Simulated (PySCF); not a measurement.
Ligands exchanged one at a time, In H-OH. Isolated molecules, 0 K electronic values unless said otherwise. One relaxed conformer stands for each flexible species; it need not be the lowest. Strings in code marks are SMILES.

Method: PBE-D3(BJ)/def2-TZVP // B3LYP-D3(BJ)/def2-TZVP run with PySCF. Excitations are Tamm–Dancoff values on a coarser integration grid. The basis has no diffuse functions, so Rydberg states are missing or too high.

```json
[
 {"species": "0 of 3 H replaced by OH (`[InH3]`)", "LUMO (eV)": "-2.65", "T1 excitation (TDA) (eV)": "–", "S1 excitation (TDA) (eV)": "–", "HOMO (eV)": "-6.99"},
 {"species": "1 of 3 H replaced by OH", "LUMO (eV)": "-2.20", "T1 excitation (TDA) (eV)": "4.17", "S1 excitation (TDA) (eV)": "(withheld)", "HOMO (eV)": "-6.66"},
 {"species": "2 of 3 H replaced by OH (`[OH][InH][OH]` (H–O–In–O torsion 0°, O–In–O–H torsion 0°))", "LUMO (eV)": "(withheld)", "T1 excitation (TDA) (eV)": "4.39", "S1 excitation (TDA) (eV)": "(withheld)", "HOMO (eV)": "-6.65"},
 {"species": "3 of 3 H replaced by OH (`[OH][In]([OH])[OH]`)", "LUMO (eV)": "-2.91", "T1 excitation (TDA) (eV)": "3.85", "S1 excitation (TDA) (eV)": "4.18", "HOMO (eV)": "-6.95"}
]
```

Question: Complete the blanks.

Answer: 
- 1 of 3 H replaced by OH, S1 excitation (TDA) (eV): 4.73
- 2 of 3 H replaced by OH (`[OH][InH][OH]` (H–O–In–O torsion 0°, O–In–O–H torsion 0°)), LUMO (eV): -2.07
- 2 of 3 H replaced by OH (`[OH][InH][OH]` (H–O–In–O torsion 0°, O–In–O–H torsion 0°)), S1 excitation (TDA) (eV): 4.70
